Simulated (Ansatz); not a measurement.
`BOCF` + `BS` → `BSB` + `OCF` at 700 K and 1 bar (ligand exchange at a B–O bond).

Gas-phase electronic energies from Ansatz, PBE0-D4/def2-TZVP geometries. CCSD(T)/CBS adds triple-zeta CCSD(T) − MP2 to the extrapolated MP2 energy (def2 sets, frozen cores). This one scheme is used for every species. One conformer a species, not always the lowest.

| species | CCSD(T)/CBS energy (Eh) | H − E (kJ/mol) | S (J/(mol·K)) |
| --- | --- | --- | --- |
| `BOCF` | -240.23545 | 203.0 | 367.0 |
| `BS` | -424.38198 | 115.9 | 297.3 |
| `BSB` | -449.77944 | 166.1 | 351.1 |
| `OCF` | -214.81254 | 157.9 | 312.7 |

H − E and S are ideal-gas, rigid-rotor, harmonic terms from PBE0-D4/def2-TZVP, for one conformer and one mirror image of each species. 1 Eh = 2625.50 kJ/mol, R = 8.31446 J/(mol·K).

Q: By hand: ΔE, ΔH, ΔS and ΔG.

A: ΔE = (-449.77944) + (-214.81254) − (-240.23545) − (-424.38198) = 0.02545 Eh = 66.8 kJ/mol. Δ(H − E) = 166.1 + 157.9 − 203.0 − 115.9 = 5.1, so ΔH = 71.9 kJ/mol. ΔS = 351.1 + 312.7 − 367.0 − 297.3 = -0.5 J/(mol·K). ΔG = 71.9 − 700 × (-0.5)/1000 = 72.2 kJ/mol.

Q: By hand: the equilibrium constant, and the temperature at which ΔG would vanish if ΔH and ΔS stayed fixed.

A: log₁₀ K = −ΔG/(RT ln 10) = -5.4. ΔH and −TΔS have one sign here, so there is no such temperature.

The number of gas molecules stays the same, so ΔS is small and ΔH decides. A doubt of 5 kJ/mol in ΔE shifts log₁₀ K by 0.4 here. Other conformers and mirror images would add mixing entropy, several J/(mol·K) or more a flexible species. These are equilibria of isolated gas molecules and say nothing of rates. Largest T1 diagnostic: 0.015 (customary marks: 0.02 for closed shells, 0.045 for open ones).

ΔS is within the doubt of such terms, so its sign, and with it that verdict, could turn.
